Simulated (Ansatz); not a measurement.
The pair A = BH3 (SMILES B) (first 4 atoms), B = H2O (SMILES O); geometry from B3LYP-D3(BJ)/def2-TZVP.
(charge 0, multiplicity 1):
```json
[
 {"atom": "B", "x (Å)": "0.2106", "y (Å)": "0.2493", "z (Å)": "0.7896"},
 {"atom": "H", "x (Å)": "0.6172", "y (Å)": "-0.7672", "z (Å)": "0.2870"},
 {"atom": "H", "x (Å)": "-0.8529", "y (Å)": "0.6372", "z (Å)": "0.3940"},
 {"atom": "H", "x (Å)": "1.0372", "y (Å)": "1.0909", "z (Å)": "1.0056"},
 {"atom": "O", "x (Å)": "-0.1901", "y (Å)": "-0.2478", "z (Å)": "2.3968"},
 {"atom": "H", "x (Å)": "-0.8449", "y (Å)": "-0.9570", "z (Å)": "2.3526"},
 {"atom": "H", "x (Å)": "0.5993", "y (Å)": "-0.6104", "z (Å)": "2.8199"}
]
```

Correlated levels freeze the cores. MP2 and its Hartree–Fock in aug-cc-pVQZ are density fitted.

Programs: Ansatz (an electronic-structure program) with Gaussian orbitals. Each number belongs to the level named beside it.

The counterpoise-corrected interaction energy is E(AB) − E(A in the pair's basis) − E(B in the pair's basis). Total energies (hartree):

```csv
level,AB,A in the pair's basis,B in the pair's basis
HF/aug-cc-pVTZ,-102.4698268,-26.3859399,-76.0599535
MP2/aug-cc-pVTZ,-102.8674486,-26.5021731,-76.3296837
HF/aug-cc-pVQZ,-102.4770029,-26.3877111,-76.0651812
MP2/aug-cc-pVQZ,-102.8985595,-26.5099553,-76.3520204
CCSD(T)/aug-cc-pVTZ,-102.9043999,-26.5265490,-76.3430033
```

### Question
Work out the counterpoise-corrected interaction energy at the basis-set limit: extrapolate the MP2 correlation part as X⁻³, take Hartree–Fock from the larger set, and add the CCSD(T) − MP2 difference of aug-cc-pVTZ.

### Answer

1. Differences (1 hartree = 627.509 kcal/mol): HF/aug-cc-pVTZ -15.018; MP2/aug-cc-pVTZ -22.334; HF/aug-cc-pVQZ -15.130; MP2/aug-cc-pVQZ -22.957; CCSD(T)/aug-cc-pVTZ -21.867.
2. Correlation parts, MP2 less HF: -7.316 in aug-cc-pVTZ (X = 3), -7.827 in aug-cc-pVQZ (X = 4).
3. Limit (4³·(-7.827) − 3³·(-7.316))/(4³ − 3³) = -8.200; with HF/aug-cc-pVQZ it gives -23.330.
4. CCSD(T) less MP2 in aug-cc-pVTZ: 0.467.
Result: -22.86 kcal/mol, against -22.33 at MP2/aug-cc-pVTZ. It is an estimate of this method's limit, not of the exact value.
